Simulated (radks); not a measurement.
Q: Species: Ar. Configuration: [Ar]. Calculated with a radial shooting solver on a logarithmic mesh with Libxc functionals: non-relativistic Kohn-Sham, LDA (Slater exchange, Perdew-Wang correlation), spin-polarised, spherical densities, point nucleus. Some entries of the table are withheld. Estimate them.

orbital  occ.  eigenvalue (eV)  r(max) (bohr)  <r> (bohr)
1s          2        -3096.659        0.05668     0.08642
2s          2        -293.7200            (1)         (2)
2p          6        -229.7534         0.2814      0.3782
3s          2         -24.0344            (3)       1.414
3p          6         -10.4008            (4)         (5)

A: 
(1) 2s r(max) (bohr): 0.3416
(2) 2s <r> (bohr): 0.4179
(3) 3s r(max) (bohr): 1.178
(4) 3p r(max) (bohr): 1.288
(5) 3p <r> (bohr): 1.666
